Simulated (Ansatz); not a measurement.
Cost and result for the atomization energy of C$_{3}$H$_{12}$AlN (`C[N+](C)(C)[AlH3-]`) (17 atoms, 16 bonds).

Cartesian coordinates in Å:
```
C -1.1664 0.4920 -0.8364
N -0.1226 -0.0103 0.0636
C -0.3703 -1.4195 0.3876
C -0.0863 0.7911 1.2919
Al 1.6945 0.1424 -0.8802
H -1.1638 -0.0972 -1.7536
H -2.1519 0.4244 -0.3613
H -0.9545 1.5314 -1.0875
H 0.4265 -1.7844 1.0359
H -0.3693 -2.0050 -0.5319
H -1.3355 -1.5357 0.8939
H 0.7101 0.4219 1.9382
H -1.0443 0.7305 1.8213
H 0.1231 1.8301 1.0370
H 1.4186 -0.7904 -2.1579
H 1.7424 1.7284 -1.1273
H 2.6497 -0.4497 0.2668
```

Charge 0, multiplicity 1. The structure was optimised at the PBE0-D4/def2-TZVP level. Program: Ansatz. All runs use 4 threads of an Arm Neoverse V2 on a shared host. Times are those of one run each, without the atoms' runs, and a repeat can differ threefold. Electronic energies, without spin–orbit coupling; frozen cores. CCSD(T)/CBS adds CCSD(T) − MP2 in def2-TZVPP to the MP2 limit, and its time is that of the two runs behind it. T1 = 0.009. B3LYP takes the VWN-RPA correlation (the form of Gaussian; ORCA's B3LYP/G).

CCSD(T)/CBS is a level of theory with its own doubt, some kJ/mol a heavy atom from the limit and from the frozen cores, so smaller differences don't rank the functionals.

```json
{"level": "PBE-D4/def2-TZVPP (with forces)", "functions": "334", "wall time": "4.3 s", "atomization (kcal/mol)": "1421.0", "difference from CCSD(T)/CBS": "9.6", "per bond": "0.6"}
{"level": "PBE0-D4/def2-TZVPP", "functions": "334", "wall time": "4.8 s", "atomization (kcal/mol)": "1407.7", "difference from CCSD(T)/CBS": "-3.7", "per bond": "-0.2"}
{"level": "BHLYP-D4/def2-TZVPP", "functions": "334", "wall time": "5 s", "atomization (kcal/mol)": "1385.2", "difference from CCSD(T)/CBS": "-26.2", "per bond": "-1.6"}
{"level": "r2SCAN-D4/def2-TZVPP (with forces)", "functions": "334", "wall time": "7.5 s", "atomization (kcal/mol)": "1408.0", "difference from CCSD(T)/CBS": "-3.4", "per bond": "-0.2"}
{"level": "B3LYP-D4/def2-TZVPP (with forces)", "functions": "334", "wall time": "8.5 s", "atomization (kcal/mol)": "1413.1", "difference from CCSD(T)/CBS": "1.7", "per bond": "0.1"}
{"level": "PBE-QIDH/def2-TZVPP", "functions": "334", "wall time": "10 s", "atomization (kcal/mol)": "1398.5", "difference from CCSD(T)/CBS": "-12.9", "per bond": "-0.8"}
{"level": "ωB97X-V/def2-TZVPP", "functions": "334", "wall time": "12 s", "atomization (kcal/mol)": "1414.7", "difference from CCSD(T)/CBS": "3.3", "per bond": "0.2"}
{"level": "CCSD(T)/def2-SVP", "functions": "134", "wall time": "13 s", "atomization (kcal/mol)": "1350.1", "difference from CCSD(T)/CBS": "-61.3", "per bond": "-3.8"}
{"level": "B97M-V/def2-TZVPP", "functions": "334", "wall time": "14 s", "atomization (kcal/mol)": "1418.0", "difference from CCSD(T)/CBS": "6.6", "per bond": "0.4"}
{"level": "ωB97M-V/def2-TZVPP (with forces)", "functions": "334", "wall time": "19 s", "atomization (kcal/mol)": "1414.0", "difference from CCSD(T)/CBS": "2.6", "per bond": "0.2"}
{"level": "MP2/def2-QZVPP", "functions": "658", "wall time": "48 s", "atomization (kcal/mol)": "1400.4", "difference from CCSD(T)/CBS": "-11.0", "per bond": "-0.7"}
{"level": "CCSD(T)/def2-TZVPP", "functions": "334", "wall time": "21 min", "atomization (kcal/mol)": "1380.2", "difference from CCSD(T)/CBS": "-31.2", "per bond": "-2.0"}
{"level": "CCSD(T)/CBS(def2)", "functions": "–", "wall time": "21 min", "atomization (kcal/mol)": "1411.4", "difference from CCSD(T)/CBS": "0.0", "per bond": "0.0"}
```

From r2SCAN to r2SCAN0 (25 % exact exchange), in def2-TZVPP and without D4, the atomization energy moves by −11.9 kcal/mol: exact exchange takes away binding that semilocal exchange gives to molecules. In def2-TZVPP, CCSD(T) changes the Hartree–Fock value by +331.0 kcal/mol (the triples alone add +15.1 kcal/mol) and MP2 by +332.8 kcal/mol; breaking electron pairs costs correlation energy, which Hartree–Fock lacks. At CCSD(T), def2-SVP lies −61.3 kcal/mol from the extrapolated value and def2-TZVPP −31.2 kcal/mol: correlation converges slowly with the basis, and small sets miss more of it in the bonded molecule than in its fragments.
